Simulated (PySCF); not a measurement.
CH6GeN2O.
Numbering: `[NH2:1][GeH2:2][NH:3][CH:4]=[O:5]` (hydrogens: H6, H7 on N1; H8, H9 on Ge2; H10 on N3; H11 on C4)

Cartesian coordinates in Å at the PBE0-D3(BJ)/def2-SVP level; atoms count from 1:
```xyz
11
CH6GeN2O angstrom
N     -1.6306    0.7116    0.5593
Ge    -0.6980   -0.8152    0.2116
N      1.0701   -0.4689    0.7178
C      1.6746    0.5787    0.1166
O      1.1320    1.2572   -0.7337
H     -1.3024    1.4817   -0.0210
H     -2.6398    0.6278    0.4699
H     -1.1874   -1.9263    1.1555
H     -0.6602   -1.2981   -1.2505
H      1.5618   -0.9520    1.4605
H      2.7187    0.7770    0.4592
```

Level of theory: PBE0-D3(BJ)/def2-SVP geometry optimisation, gas phase (PySCF 2.14.0).

Take the most abundant isotopes and a rigid rotor. The values belong to one conformer with, in the numbering `[NH2:1][GeH2:2][NH:3][CH:4]=[O:5]`, H–N1–Ge2–N3 64° and -171°, N1–Ge2–N3–C4 -58°, Ge2–N3–C4–O5 -2°.

Problem. What are A, B and C (cm⁻¹)?

Solution. Ia = 86.72, Ib = 206.87, Ic = 257.55 u·Å²; 505379 MHz·u·Å²/I gives 5828, 2443 and 1962 MHz, that is A = 0.19440, B = 0.08149, C = 0.06545 cm⁻¹.

Problem. Classify the top.

Solution. An asymmetric top: κ = (2 × 2443 − 5828 − 1962)/(5828 − 1962) = -0.75.

Problem. Is it planar, by Δ = Ic − Ia − Ib?

Solution. Not planar: Δ = Ic − Ia − Ib = -36.04 u·Å². For a rigid frame Δ = −2 Σ m c², so Σ m c² = 18.02 u·Å² lies off the ab plane: 4.88 from hydrogen and 13.14 from heavier atoms. The atom farthest from that plane is 1.68 Å away.

Problem. Give the other two planar moments, Paa and Pbb, and the rms extents of the mass along the axes.

Solution. Paa = Σ m a² = (Ib + Ic − Ia)/2 = 188.85 and Pbb = Σ m b² = (Ia + Ic − Ib)/2 = 68.70 u·Å². With the mass M = 135.97 u, the rms extents √(P/M) along a, b and c are 1.18, 0.71, 0.36 Å.

Problem. List the rotational levels J(Ka,Kc) to J = 3 (MHz).

Solution. Above 0(0,0):
J = 1: 1(0,1) 4405, 1(1,1) 7790, 1(1,0) 8271
J = 2: 2(0,2) 13168, 2(1,2) 16120, 2(1,1) 17562, 2(2,1) 27717, 2(2,0) 27765
J = 3: 3(0,3) 26196, 3(1,3) 28586, 3(1,2) 31467, 3(2,2) 40932, 3(2,1) 41168, 3(3,1) 59088, 3(3,0) 59091
The levels of one J sum to (2J + 1)J(J + 1)(A + B + C)/3.

Problem. Predict some low-J microwave lines.

Solution. The dipole components are |μa| = 1.35 D, |μb| = 1.88 D, |μc| = 0.88 D. Intensities carry the squares of the components, which stand as 0.52 : 1.00 : 0.22 (a : b : c). Some lines, for components of 0.1 D or more:

```json
{"type": "a", "branch": "Q", "J(Ka,Kc)": "2(1,1) ← 2(1,2)", "MHz": "1442", "lower level (cm⁻¹)": "0.538"}
{"type": "b", "branch": "Q", "J(Ka,Kc)": "3(2,1) ← 3(1,2)", "MHz": "9701", "lower level (cm⁻¹)": "1.050"}
{"type": "c", "branch": "Q", "J(Ka,Kc)": "2(2,1) ← 2(1,1)", "MHz": "10155", "lower level (cm⁻¹)": "0.586"}
{"type": "c", "branch": "R", "J(Ka,Kc)": "2(1,1) ← 1(0,1)", "MHz": "13157", "lower level (cm⁻¹)": "0.147"}
{"type": "b", "branch": "R", "J(Ka,Kc)": "4(0,4) ← 3(1,3)", "MHz": "14780", "lower level (cm⁻¹)": "0.954"}
{"type": "a", "branch": "R", "J(Ka,Kc)": "4(1,4) ← 3(1,3)", "MHz": "16572", "lower level (cm⁻¹)": "0.954"}
{"type": "a", "branch": "R", "J(Ka,Kc)": "4(0,4) ← 3(0,3)", "MHz": "17170", "lower level (cm⁻¹)": "0.874"}
{"type": "c", "branch": "Q", "J(Ka,Kc)": "3(3,1) ← 3(2,1)", "MHz": "17920", "lower level (cm⁻¹)": "1.373"}
{"type": "c", "branch": "R", "J(Ka,Kc)": "3(2,2) ← 2(1,2)", "MHz": "24813", "lower level (cm⁻¹)": "0.538"}
{"type": "b", "branch": "R", "J(Ka,Kc)": "4(2,3) ← 3(1,2)", "MHz": "27049", "lower level (cm⁻¹)": "1.050"}
{"type": "c", "branch": "R", "J(Ka,Kc)": "3(3,0) ← 2(2,0)", "MHz": "31326", "lower level (cm⁻¹)": "0.926"}
{"type": "c", "branch": "R", "J(Ka,Kc)": "4(3,2) ← 3(2,2)", "MHz": "35863", "lower level (cm⁻¹)": "1.365"}
{"type": "b", "branch": "R", "J(Ka,Kc)": "4(4,0) ← 3(3,1)", "MHz": "43007", "lower level (cm⁻¹)": "1.971"}
```

No PBE0-D3(BJ)/def2-SVP frequencies stand behind this structure, so it isn't proved a minimum. These are rigid-rotor constants of the computed structure; measured ground-state constants (B0) also hold zero-point vibration. A rigid rotor knows nothing of inversion at nitrogen, which can split or shift real lines. Quadrupole hyperfine structure (14N) is left out.
